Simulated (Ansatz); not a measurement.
`CN(C)[Si]F` + HCl → `CN(C)[Si]Cl` + H–F at 400 K and 1 bar (ligand exchange at the Si–F bond).

Calculated with Ansatz (gas phase, PBE0-D4/def2-TZVP geometries, no zero-point term in ΔE). CBS: MP2 limit from def2 TZ/QZ plus the TZ coupled-cluster correction, frozen cores. This one scheme is used for every species. One conformer a species, not always the lowest.

| species | CCSD(T)/CBS energy (Eh) | H − E (kJ/mol) | S (J/(mol·K)) |
| --- | --- | --- | --- |
| `CN(C)[Si]F` | -523.34250 | 255.3 | 361.2 |
| HCl | -460.38127 | 29.6 | 195.4 |
| `CN(C)[Si]Cl` | -883.31525 | 253.9 | 374.3 |
| H–F | -100.39570 | 36.5 | 182.2 |

H − E and S are ideal-gas, rigid-rotor, harmonic terms from PBE0-D4/def2-TZVP, for one conformer and one mirror image of each species. 1 Eh = 2625.50 kJ/mol, R = 8.31446 J/(mol·K).

Problem. By hand: ΔE, ΔH, ΔS and ΔG.

Solution. ΔE = (-883.31525) + (-100.39570) − (-523.34250) − (-460.38127) = 0.01282 Eh = 33.7 kJ/mol. Δ(H − E) = 253.9 + 36.5 − 255.3 − 29.6 = 5.5, so ΔH = 39.2 kJ/mol. ΔS = 374.3 + 182.2 − 361.2 − 195.4 = -0.1 J/(mol·K). ΔG = 39.2 − 400 × (-0.1)/1000 = 39.2 kJ/mol.

Problem. By hand: the equilibrium constant, and the temperature at which ΔG would vanish if ΔH and ΔS stayed fixed.

Solution. log₁₀ K = −ΔG/(RT ln 10) = -5.1. ΔH and −TΔS have one sign here, so there is no such temperature.

The number of gas molecules stays the same, so ΔS is small and ΔH decides. A doubt of 5 kJ/mol in ΔE shifts log₁₀ K by 0.7 here. Other conformers and mirror images would add mixing entropy, several J/(mol·K) or more a flexible species. These are equilibria of isolated gas molecules and say nothing of rates. Largest T1 diagnostic: 0.013 (customary marks: 0.02 for closed shells, 0.045 for open ones).

ΔS is within the doubt of such terms, so its sign, and with it that verdict, could turn.
